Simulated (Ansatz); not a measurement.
Relaxation of C$_{3}$H$_{8}$Si (12 atoms, charge 0, multiplicity 1), to a largest force component of 0.02 eV/Å in at most 50 steps.

Theory: Ansatz 0.2.0, UKS PBE/def2-SVP.

```xyz
12
Properties=species:S:1:pos:R:3:forces:R:3
C -1.552 1.145 0.218 3.15 0.31 1.39
C -0.249 1.112 0.646 -1.12 -1.11 -1.34
C 0.851 0.070 0.332 -1.26 2.12 0.39
Si 0.536 -1.383 -0.708 -0.46 -1.43 -1.18
H -1.936 0.381 -0.394 -0.89 -1.32 -1.16
H -2.168 1.949 0.555 -0.88 0.85 0.21
H 0.114 1.917 1.266 0.20 0.71 0.59
H 1.187 -0.254 1.307 0.74 -0.39 0.83
H 1.659 0.638 -0.151 0.57 0.11 0.02
H -0.506 -2.306 -0.141 -0.07 0.01 0.07
H 1.789 -2.202 -0.888 0.06 0.08 0.12
H 0.095 -1.012 -2.103 -0.04 0.08 0.05
```

Where does it end, and by what steps?

The run converged. After 6 steps the energy has fallen by 0.281 eV; H5 moved furthest, 0.15 Å.

```json
{"step": "0", "energy less start (eV)": "0.0000", "largest force component (eV/Å)": "3.153", "accepted": "yes"}
{"step": "1", "energy less start (eV)": "-0.2274", "largest force component (eV/Å)": "1.116", "accepted": "yes"}
{"step": "2", "energy less start (eV)": "-0.2467", "largest force component (eV/Å)": "0.597", "accepted": "yes"}
{"step": "3", "energy less start (eV)": "-0.2507", "largest force component (eV/Å)": "0.597", "accepted": "yes"}
{"step": "4", "energy less start (eV)": "-0.2794", "largest force component (eV/Å)": "0.119", "accepted": "yes"}
{"step": "5", "energy less start (eV)": "-0.2805", "largest force component (eV/Å)": "0.044", "accepted": "yes"}
{"step": "6", "energy less start (eV)": "-0.2807", "largest force component (eV/Å)": "0.020", "accepted": "yes"}
```

```xyz
12
Properties=species:S:1:pos:R:3
C -1.483 1.076 0.204
C -0.217 1.116 0.656
C 0.883 0.131 0.361
Si 0.468 -1.372 -0.731
H -1.849 0.272 -0.458
H -2.213 1.854 0.480
H 0.069 1.956 1.318
H 1.304 -0.259 1.317
H 1.743 0.661 -0.113
H -0.605 -2.225 -0.109
H 1.713 -2.205 -0.884
H 0.006 -0.951 -2.101
```

Whether the end is a true minimum wasn't checked by a vibrational analysis.

The run took 22 s on 2 threads of Arm Neoverse V1 (shared host), peak memory 0.16 GiB.
